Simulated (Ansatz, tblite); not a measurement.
Cost and result up the ladder for SnH2Me(OMe) (C2H8OSn) (12 atoms). Total charge 0; singlet. Geometry: PBE-D4/def2-SVP.

```xyz
12

Sn   -0.359   -0.114    0.794
H    -1.233   -1.613    0.915
H     0.807    0.021    2.077
C    -1.625    1.616    0.578
H    -2.312    1.703    1.441
H    -2.214    1.514   -0.353
H    -0.994    2.522    0.515
O     0.658   -0.142   -0.954
C     1.603   -1.157   -1.186
H     2.447   -1.163   -0.449
H     2.055   -0.999   -2.191
H     1.166   -2.188   -1.186
```

Ansatz on 4 threads of Arm Neoverse V2 on a shared host; xTB runs through tblite on one thread. Times are rough, summed over both states, and most runs start from the orbitals of an earlier one. PBE0-D4/def2-TZVP serves as the yardstick here, not as an exact answer. The other state is a doublet.

In the def2 sets Sn takes a core potential; there is no spin–orbit coupling. The xTB rows come from tblite.

Run but left out: PBE-D4/def2-TZVP (charge +1 doublet: an occupied level 0.00 eV above an empty one).

Raw xTB energies of ions are shifted by several eV.

```csv
level,functions,wall time
GFN2-xTB,29,0.009 s
GFN1-xTB,37,0.014 s
r2SCAN-D4/def2-TZVP,191,11 s
PBE0-D4/def2-TZVP,191,13 s
```

(1) Estimate what each level gives for the vertical IE (eV).

Answers

(1) 
| level | vertical IE (eV) | difference from PBE0-D4/def2-TZVP (eV) |
| --- | --- | --- |
| GFN2-xTB | 13.95 | 4.63 |
| GFN1-xTB | 14.88 | 5.56 |
| r2SCAN-D4/def2-TZVP | 9.19 | -0.13 |
| PBE0-D4/def2-TZVP | 9.32 | 0.00 |
